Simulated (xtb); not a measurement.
xtb input (GFN2-xTB):

```bash
xtb mol.xyz --gfn 2 --sp --chrg -1 --uhf 0
```
mol.xyz:
```
7

B      0.11461501    -0.08116303    -0.00891888
F      0.25029899     1.31276599     0.25946197
N      1.10997189    -1.01132639     0.02940076
N     -1.29971577    -0.36781594    -0.36551211
H      2.01701997    -0.59450603     0.22860442
H     -1.98898921     0.18829659     0.12152804
H     -1.52558966    -1.34887286    -0.28791619
```

End of the output:

```
         :::::::::::::::::::::::::::::::::::::::::::::::::::::
         ::                     SUMMARY                     ::
         :::::::::::::::::::::::::::::::::::::::::::::::::::::
         :: total energy             -13.579326001338 Eh    ::
         :: gradient norm              0.023977697364 Eh/a0 ::
         :: HOMO-LUMO gap              6.130465186288 eV    ::
         ::.................................................::
         :: SCC energy               -13.678195959094 Eh    ::
         :: -> isotropic ES            0.239895131315 Eh    ::
         :: -> anisotropic ES          0.001402997635 Eh    ::
         :: -> anisotropic XC          0.003304630491 Eh    ::
         :: -> dispersion             -0.002874778133 Eh    ::
         :: repulsion energy           0.098869957755 Eh    ::
         :: add. restraining           0.000000000000 Eh    ::
         :: total charge              -1.000000000000 e     ::
         :::::::::::::::::::::::::::::::::::::::::::::::::::::

           -------------------------------------------------
          |                Property Printout                |
           -------------------------------------------------

    * Orbital Energies and Occupations

         #    Occupation            Energy/Eh            Energy/eV
      -------------------------------------------------------------
         1        2.0000           -0.5236725             -14.2499
         2        2.0000           -0.3805684             -10.3558
         3        2.0000           -0.3095256              -8.4226
         4        2.0000           -0.3013768              -8.2009
         5        2.0000           -0.2769006              -7.5348
         6        2.0000           -0.2461969              -6.6994
         7        2.0000           -0.2388135              -6.4984
         8        2.0000           -0.2267814              -6.1710
         9        2.0000           -0.1983764              -5.3981
        10        2.0000           -0.1676623              -4.5623
        11        2.0000           -0.0997724              -2.7149
        12        2.0000           -0.0952947              -2.5931 (HOMO)
        13                          0.1299958               3.5374 (LUMO)
Note: The following floating-point exceptions are signalling: IEEE_UNDERFLOW_FLAG IEEE_DENORMAL
normal termination of xtb
        14                          0.2701123               7.3501
        15                          0.3769132              10.2563
        16                          0.4128015              11.2329
        17                          0.4887819              13.3004
        18                          0.5811950              15.8151
        19                          0.8379096              22.8007
      -------------------------------------------------------------
                  HL-Gap            0.2252905 Eh            6.1305 eV
             Fermi-level            0.0173505 Eh            0.4721 eV

     #   Z          covCN         q      C6AA      α(0)
     1   5 B        2.396     0.414    19.987     8.267
     2   9 F        0.719    -0.481    14.594     4.511
     3   7 N        1.700    -0.673    40.274     9.382
     4   7 N        2.558    -0.463    32.207     8.428
     5   1 H        0.860     0.025     2.681     2.565
     6   1 H        0.860     0.088     1.909     2.164
     7   1 H        0.860     0.090     1.890     2.153

 Mol. C6AA /au·bohr⁶  :        601.569739
 Mol. C8AA /au·bohr⁸  :      13198.523428
 Mol. α(0) /au        :         37.470780

Wiberg/Mayer (AO) data.
largest (>0.10) Wiberg bond orders for each atom

 ---------------------------------------------------------------------------
     #   Z sym  total        # sym  WBO       # sym  WBO       # sym  WBO
 ---------------------------------------------------------------------------
     1   5 B    3.393 --     3 N    1.650     4 N    0.958     2 F    0.766
     2   9 F    0.845 --     1 B    0.766
     3   7 N    2.740 --     1 B    1.650     5 H    0.976
     4   7 N    3.002 --     7 H    0.983     6 H    0.979     1 B    0.958
     5   1 H    0.999 --     3 N    0.976
     6   1 H    0.992 --     4 N    0.979
     7   1 H    0.992 --     4 N    0.983
 ---------------------------------------------------------------------------

Topologies differ in total number of bonds
Writing topology from bond orders to xtbtopo.mol

molecular dipole:
                 x           y           z       tot (Debye)
 q only:       -0.911       0.126       0.021
   full:       -1.119       0.507       0.316       3.224
molecular quadrupole (traceless):
                xx          xy          yy          xz          yz          zz
 q only:       -0.834       2.654      -3.109      -1.306      -0.921       3.943
  q+dip:        1.409       3.765      -4.878      -1.981      -1.262       3.468
   full:        1.462       4.304      -5.128      -2.154      -1.232       3.666

           -------------------------------------------------
          | TOTAL ENERGY              -13.579326001338 Eh   |
          | GRADIENT NORM               0.023977697364 Eh/α |
          | HOMO-LUMO GAP               6.130465186288 eV   |
           -------------------------------------------------

------------------------------------------------------------------------
------------------------------------------------------------------------
 total:
 SCF:
```

It need not be the lowest isomer of its formula. Whether it binds its extra electron was not tested at this geometry.
